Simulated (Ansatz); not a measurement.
Gas-phase electronic energies from Ansatz, PBE0-D4/def2-TZVP geometries. CCSD(T)/CBS adds triple-zeta CCSD(T) − MP2 to the extrapolated MP2 energy (def2 sets, frozen cores). This one scheme is used for every species. Functionals use def2-TZVPP. Triplets are unrestricted, without spin–orbit coupling. Each species was taken in one conformer, which may not be the lowest.

`C=C[SiH2]CN` → `C=C[SiH2]N` + `[CH2]` (triplet)  (formal loss of a carbene)

| species | B2PLYP energy (Eh) |
| --- | --- |
| `C=C[SiH2]CN` | -463.74490 |
| `C=C[SiH2]N` | -424.49674 |
| `[CH2]` (triplet) | -39.12698 |

Problem. Work out ΔE.

Solution. ΔE = (-424.49674) + (-39.12698) − (-463.74490) = 0.12118 Eh = +3.30 eV. CCSD(T)/CBS gives +3.40 eV.

Largest T1 diagnostic among the species: 0.011.

In def2-TZVPP, CCSD(T) changes the Hartree–Fock value by +1.51 eV (the triples alone add +0.13 eV) and MP2 by +1.58 eV. From BLYP to BHLYP (50 % exact exchange), in def2-TZVPP and without D4, ΔE moves by −0.17 eV. Leaving LDA and LC-ωPBE aside and taking each functional with its dispersion term where it has one, the values, not all of them listed here, spread over 0.47 eV, from r2SCAN0-D4 to PBE-D4. LDA lies +0.71 eV from PBE without D4.
